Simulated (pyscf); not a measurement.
## HO–SnH(OH)–F (SMILES [OH][SnH]([OH])[F]), singlet

Gas-phase minimum from PySCF at ωB97X-D3(BJ)/def2-SVP, one conformer. 

```xyz
7

O     -1.9934    -2.2474    -0.7832
Sn    -0.6336    -0.9008    -0.3749
O      1.1275    -1.7683    -0.3075
F     -0.4535     0.2543    -1.9176
H     -1.6847    -2.9102    -1.4140
H     -1.0862    -0.0086     0.9837
H      1.7129    -1.4263    -0.9960
```

Bonds (Å): O1–Sn2 1.957, O1–H5 0.966, Sn2–O3 1.964, Sn2–F4 1.936, Sn2–H6 1.687, O3–H7 0.966. Bond angles (°): Sn2–O1–H5 112.7, O1–Sn2–O3 109.0, O1–Sn2–F4 108.0, O1–Sn2–H6 110.2, O3–Sn2–F4 102.0, O3–Sn2–H6 116.5, F4–Sn2–H6 110.6, Sn2–O3–H7 111.2.

Properties at ωB97X-D3(BJ)/def2-SVP:

```
Property                                                                                                                                                                                           Value
---------------------------------------------------------------------------------------------------------------------  ---------------------------------------------------------------------------------
Harmonic wavenumbers, unscaled                                                                                         115, 165, 185, 202, 246, 560, 575, 646, 658, 672, 850, 860, 2062, 3885, 3896 cm⁻¹
Zero-point energy                                                                                                                                                                          22.3 kcal/mol
Rotational symmetry number                                                                                                                                                                             1
Entropy of this conformer at 298 K and 1 atm, rigid rotor and harmonic oscillator, modes under 100 cm⁻¹ raised to 100                                                                    342.0 J/(mol K)
Dipole moment                                                                                                                                                                                     0.93 D
```

Single-point totals, which compare only within one level (frozen core for MP2 and CC):

| level | total energy (hartree) |
|---|---|
| ωB97X-D3(BJ)/def2-TZVP | -466.68193 |
| PBE/def2-TZVP | -466.32013 |
| r²SCAN/def2-TZVP | -466.54360 |
| B3LYP-D3(BJ)/def2-TZVP | -466.65649 |
| PBE0-D3(BJ)/def2-TZVP | -466.32520 |
| M06-2X/def2-TZVP | -466.42234 |
| ωB97M-D3(BJ)/def2-TZVP | -466.65897 |
| HF/def2-TZVPP | -464.44046 |
| MP2/def2-TZVPP | -465.50473 |
| CCSD/def2-TZVPP | -465.50194 |
| CCSD(T)/def2-TZVPP | -465.53670 |

Soft torsions are taken as harmonic, which can shift the entropy by several J/(mol K). The CCSD(T) − MP2 part came from Ansatz, without density fitting, on the same reference. The frozen core leaves the outer d or s,p core shells of the metals and heavy elements correlated in the MP2 and CC values, and def2-TZVPP describes them poorly, so these totals are far from the basis limit. Elements past Kr carry the def2 core potentials, without spin-orbit coupling.
